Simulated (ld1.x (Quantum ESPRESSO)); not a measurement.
**bismuth: ultrasoft pseudisation with LDA (PZ), scalar-relativistic reference atom.**

| Item | Value |
| --- | --- |
| Element | Bi |
| Generator | ld1.x (Quantum ESPRESSO) 7.5 |
| Type | ultrasoft |
| Functional | LDA (PZ) |
| Relativity | scalar-relativistic |
| Frozen core | [Xe] 4f14 |
| Valence charge | 15 |
| Reference configuration | 5d10 6s2 6p3 |
| Partial waves | 6s (bound): rcut 1.75, rcutus 2.00 bohr; 6s channel at 1.4 Ry: rcut 1.75, rcutus 2.00 bohr; 6p (bound): rcut 2.55, rcutus 2.70 bohr; 6p channel at 0.2 Ry: rcut 2.55, rcutus 2.70 bohr; 5d (bound): rcut 1.45, rcutus 1.70 bohr; 5d channel at -1 Ry: rcut 1.45, rcutus 1.70 bohr; 5f channel at 0.1 Ry: rcut 2.15, rcutus 2.35 bohr; 5f channel at 1.2 Ry: rcut 2.15, rcutus 2.35 bohr |
| Local potential | all-electron potential smoothed inside 1.40 bohr (lloc = -2) |
| Core correction | a·sin(br)/r model core inside 0.85 bohr |
| Augmentation charge | PSQ, inside the norm-conserving radii |

All-electron outer shells of the reference configuration (LDA (PZ), scalar-relativistic, ld1.x):

```csv
shell,level (eV),outermost node (bohr),outermost maximum (bohr)
4f,-152.95,–,0.34
5p,-95.96,0.48,0.86
5d,-27.18,0.51,1.03
6s,-14.76,0.98,1.86
6p,-4.77,1.14,2.44
```

Question: Estimate the cutoffs (Ry, on a coarse ladder) from which the occupation-weighted sum of valence levels, in a spherical-Bessel basis at the reference potential, stays within 10 and 1 mRy of its value at 400 Ry.

Answer: 50 Ry and 80 Ry.

Question: Does the potential have ghost states?

Answer: No extra level below or beside the all-electron valence levels (s, p, d, f tested).

Question: Is the overlap operator S = 1 + Σ q|β⟩⟨β| positive definite (Bessel basis up to 400 Ry)?

Answer: Yes: its lowest eigenvalue is 0.42 (p channel).

Question: Which valence shell sets the plane-wave cutoff?

Answer: 5d: its level needs 50 Ry to come within 1 mRy, against 12 Ry for 6s.

Its largest configuration-test error is -5.3 meV (5d10 6s2 6p2). Test run stopped at test 2 of 9 (negative rho).
